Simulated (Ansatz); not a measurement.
The same atomization along the group F, Cl, Br.

Calculated with Ansatz (gas phase, PBE0-D4/def2-TZVP geometries, no zero-point term in ΔE). CCSD(T)/CBS is the MP2 limit (def2-TZVPP, def2-QZVPP) plus CCSD(T) − MP2 in def2-TZVPP, frozen cores. This one scheme is used for every species, atoms too. Functionals use def2-TZVPP. B3LYP here is the variant with VWN-RPA as its local correlation; programs differ in this. No spin–orbit coupling; open shells (•) take unrestricted orbitals. Spin–orbit coupling would lower the free atoms: a little for C, Cl, F; clearly for Br. For Br outer-core shells are correlated without core-valence functions, so the limit isn't a true one: a few kJ/mol of doubt a bond, and 10 to 20 or more in all where bonds break to atoms. Scalar relativity is left out up to krypton.

```csv
reaction,B3LYP-D4 (kcal/mol),revPBE-D4 (kcal/mol),MP2/CBS(def2) (kcal/mol)
`CC(F)F` → 2 C• + 2 F• + 4 H•,737.3,736.9,754.8
`CC(Cl)Cl` → 2 C• + 2 Cl• + 4 H•,666.0,670.8,683.2
`CC(Br)Br` → 2 C• + 2 Br• + 4 H•,642.6,646.4,661.8
```

(1) Give the CCSD(T)/CBS values in the same order. (Best estimate.)

Largest T1 diagnostic: 0.011, for `CC(F)F`.

Answers

(1) The calculation gave: 738.8, 669.8, 648.8 kcal/mol.

For atomizations the MP2-based limit and the directly extrapolated one differ by several kJ/mol either way, and by 10 to 25 for some Ge, Se and Sn compounds, so smaller differences from it don't rank the levels.
